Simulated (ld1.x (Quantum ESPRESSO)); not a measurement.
Mo: ultrasoft pseudisation with PBEsol, fully relativistic reference atom.

ld1.x (Quantum ESPRESSO) 7.5 input, shortened:

```
&input
   title='Mo', zed=42., rel=2, dft='PBESOL', iswitch=3,
   config='[Kr] 4d5 4f-2 5s0.5 5p0.5', rel_dist='average'
 /
 &inputp
   pseudotype=3, tm=.true., lloc=-2, rcloc=1.65,
   nlcc=.false.
 /
8
4S  1  0   2.00   0.00  1.50  1.60  0.0
5S  2  0   0.50   0.00  1.50  1.60  0.0
4P  2  1   6.00   0.00  1.65  1.95  0.0
5P  3  1   0.50   0.00  1.65  1.95  0.0
4D  3  2   5.00   0.00  2.20  2.60  0.0
4D  3  2   0.00   1.25  2.20  2.60  0.0
4F  4  3  -2.00   0.20  2.05  2.40  0.0
4F  4  3  -2.00   0.65  2.05  2.40  0.0
 &test
   configts(1)='4s2 4p6 4d5 5s0.5 5p0.5'
 /
```

Open shells are filled in proportion to 2j + 1 (rel_dist='average').

All-electron outer shells of the reference configuration (PBEsol, scalar-relativistic, ld1.x):

```json
{"shell": "3p", "level (eV)": "-379.65", "outermost node (bohr)": "0.17", "outermost maximum (bohr)": "0.38"}
{"shell": "3d", "level (eV)": "-221.67", "outermost node (bohr)": "–", "outermost maximum (bohr)": "0.32"}
{"shell": "4s", "level (eV)": "-65.01", "outermost node (bohr)": "0.51", "outermost maximum (bohr)": "0.99"}
{"shell": "4p", "level (eV)": "-39.17", "outermost node (bohr)": "0.52", "outermost maximum (bohr)": "1.08"}
{"shell": "5s", "level (eV)": "-4.60", "outermost node (bohr)": "1.34", "outermost maximum (bohr)": "2.93"}
{"shell": "4d", "level (eV)": "-4.43", "outermost node (bohr)": "0.53", "outermost maximum (bohr)": "1.38"}
{"shell": "5p", "level (eV)": "-1.40", "outermost node (bohr)": "1.54", "outermost maximum (bohr)": "4.00"}
```

What the tests gave:

```json
{
  "Configuration tests": "2 of 7 tests not solved or not reliable; not counted: 4s2 4p6 4d5 5s0 5p0 (pseudo-atom not self-consistent, printed error +1.0 eV)",
  "Lowest eigenvalue of the overlap operator": "0.11 (d3/2 channel)"
}
```

A Bessel basis up to 400 Ry misses an occupied level by 0.96 Ry, so cutoffs and ghosts were not judged. The potential misses its own reference levels by up to 1.0 eV, so it is not fit for use.

Generation and tests took about 8.5 s on one core of a shared server CPU.
